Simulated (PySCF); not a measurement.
H6Si3, SMILES [SiH2]1[SiH2][SiH2]1. Atoms are numbered in the order given.

```xyz
9

Si     1.3493     0.0000     0.0000
H      2.1661     0.0000     1.2472
H      2.1661     0.0000    -1.2472
Si    -0.6746     1.1685     0.0000
H     -1.0831     1.8759     1.2472
H     -1.0831     1.8759    -1.2472
Si    -0.6746    -1.1685     0.0000
H     -1.0831    -1.8759     1.2472
H     -1.0831    -1.8759    -1.2472
```
Charge 0, spin multiplicity 1.

Geometry: PBE0-D3(BJ)/def2-SVP.

Calculation: PySCF with CAM-B3LYP/def2-TZVPD.

Symmetry labels are those of the subgroup C2v that the program uses (full group D3h).

Q: List the valence orbital energies around the gap with their symmetry. (Estimate from the structure and the level; the computed values follow.)

A: 
```
orbital  symmetry  energy (eV)
-------  --------  -----------
HOMO−7         B1       -15.35
HOMO−6         A1       -15.35
HOMO−5         B2       -12.13
HOMO−4         A1       -11.58
HOMO−3         A2       -11.20
HOMO−2         B2       -11.20
HOMO−1         B1        -8.09
HOMO           A1        -8.09
LUMO           B2         0.02
LUMO+1         B1         0.50
LUMO+2         A1         0.50
LUMO+3         A1         0.81
```
